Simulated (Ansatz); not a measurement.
Correlation energies of ClFH₃Si₂, SMILES `F[Si]([SiH3])Cl` radical by basis set

Cartesian coordinates in Å:
```
F -2.1388 -1.0907 -0.1039
Si -1.0235 -0.2772 -0.9193
Si 0.5730 0.5997 0.5802
Cl -0.1001 -1.6229 -2.1727
H 1.5807 1.3169 -0.2403
H -0.1143 1.5541 1.4865
H 1.2231 -0.4798 1.3695
```

The species carries charge 0 and has multiplicity 2. Geometry: relaxed with PBE0-D4/def2-TZVP. Frozen core, unrestricted reference, Ansatz. CBS rows extrapolate triple and quadruple zeta; past MP2 they add the triple-zeta difference.

```tsv
basis	HF (Eh)	MP2 corr.
def2-SVP	-1138.20484	-0.49150
def2-TZVPP	-1138.70846	-0.65697
def2-QZVPP	-1138.74444	-0.71904
```

Task: Estimate the CCSD correlation energy and the (T) correction in each basis where they were run (hartree).

Result: 
| basis | CCSD corr. | (T) |
| --- | --- | --- |
| def2-SVP | -0.53672 | -0.01148 |
| def2-TZVPP | -0.70405 | -0.02551 |
| CBS(def2) | -0.81210 | as TZ |
